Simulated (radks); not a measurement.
Problem. The table gives one normalised radial function P(r) = r R(r) of Ag in [Kr] 4d8 5s1 5d2 (r in bohr). All-electron calculation, scalar-relativistic Kohn-Sham, PW91, spin-unpolarised, spherical densities, finite nucleus; Fermi nuclear charge, rms radius 4.5454 fm. Program: a radial shooting solver on a logarithmic mesh with Libxc functionals.

r	P
0.001456	0.0000
0.001708	0.0000
0.002004	0.0000
0.002352	0.0000
0.002738	0.0001
0.003214	0.0001
0.003771	0.0002
0.004425	0.0003
0.005152	0.0004
0.006046	0.0007
0.007095	0.0010
0.00826	0.0016
0.009693	0.0024
0.01137	0.0038
0.01335	0.0059
0.01554	0.0089
0.01824	0.0137
0.0214	0.0210
0.02511	0.0318
0.02924	0.0469
0.03431	0.0700
0.04026	0.1031
0.04725	0.1500
0.055	0.2111
0.06455	0.2973
0.07574	0.4104
0.08818	0.5456
0.1035	0.7177
0.1214	0.9165
0.1425	1.1320
0.1659	1.3362
0.1947	1.5277
0.2285	1.6672
0.2681	1.7275
0.3121	1.6936
0.3663	1.5582
0.4298	1.3353
0.5004	1.0713
0.5872	0.7792
0.6891	0.5134
0.8087	0.3024
0.9414	0.1625
1.105	0.0734
1.296	0.0281
1.521	0.0090
1.771	0.0025
2.078	0.0005
2.439	0.0001
2.862	0.0000
3.332	0.0000
3.91	0.0000
4.589	0.0000
5.342	0.0000
6.269	0.0000
7.357	0.0000
8.633	0.0000
10.05	0.0000
11.79	0.0000
13.84	0.0000
16.24	0.0000
18.91	0.0000
22.19	0.0000

Which n and l does it have? It may be an empty orbital.

Solution. n = 3, l = 2: the number of nodes gives n - l - 1 = 0, the rise at small r (about r^(l+1), flatter next to the nucleus through relativity) gives l, and the extent must fit the shell. The curve is that of 3d. 3d: eigenvalue -377.58 eV, 0 radial nodes, <r> = 0.346 bohr, 90 % of the charge inside 0.547 bohr.
